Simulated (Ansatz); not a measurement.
The Si2–N1 bond of H5NSi (SMILES N[SiH3]) is stretched (multiplicity 1, the rest rigid).
Geometry at rest (charge 0, multiplicity 1):
```xyz
7

N      1.1401    -0.0792    -0.1102
Si    -0.5733     0.0471     0.0303
H      1.7367     0.6014     0.3334
H      1.5818    -0.9850    -0.1282
H     -1.1412    -0.2861     1.3661
H     -0.9523     1.4463    -0.2735
H     -1.1795    -0.8820    -0.9509
```

Frozen-core correlation.

Run with Ansatz (Gaussian basis) for Hartree–Fock, density functionals and correlated methods. Values without a source in brackets are computed.

FIC-MRCISD+Q on CASSCF(2,2)/cc-pV(T+d)Z, total energies (hartree):

```csv
R (Å),CASSCF,MRCISD,weight c² of the reference
1.724,-346.367253,-346.704180,0.90052
3.017,-346.222939,-346.544967,0.89661
5.516,-346.220925,-346.538218,0.89819
```

Task: Add the Davidson correction (E_MRCISD − E_CASSCF)(1 − c²)/c² and give the energies above the first point at the three levels.

Result: 
Corrections (hartree): -0.037222, -0.037132, -0.035966. Above the first point (kcal/mol):
- R = 3.017 Å: CASSCF 90.6, MRCISD 99.9, with the correction 100.0
- R = 5.516 Å: CASSCF 91.8, MRCISD 104.1, with the correction 104.9

Ansatz is a quantum-chemistry and plane-wave program.
